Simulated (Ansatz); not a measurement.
All numbers were calculated with Ansatz.

A structure relaxed at PBE0-D4/def2-TZVP, charge 0, multiplicity 1:

Cartesian coordinates in Å:
```
B -0.9398 -0.8663 0.1868
C 0.5141 -0.8151 -0.1071
C 1.3987 0.0974 -0.2825
C 0.0840 0.7623 -0.0141
H -1.2958 -0.9875 1.3213
H -1.7089 -0.9799 -0.7210
H 2.4243 0.3351 -0.4891
H -0.0548 1.2237 0.9604
H -0.4219 1.2305 -0.8548
```

**Question.** Give its formula and SMILES.

**Answer.** C3H5B, `BC1=CC1`.

**Question.** Point group (tolerance 0.08 Å, 0.16 Å for H)?

**Answer.** Cs.

**Question.** Summarise the bond lengths by kind.

**Answer.** 1 × B–C 1.484 Å; 2 × B–H 1.195 Å; 3 × C–C 1.283 to 1.638 Å; 3 × C–H 1.073 to 1.087 Å.
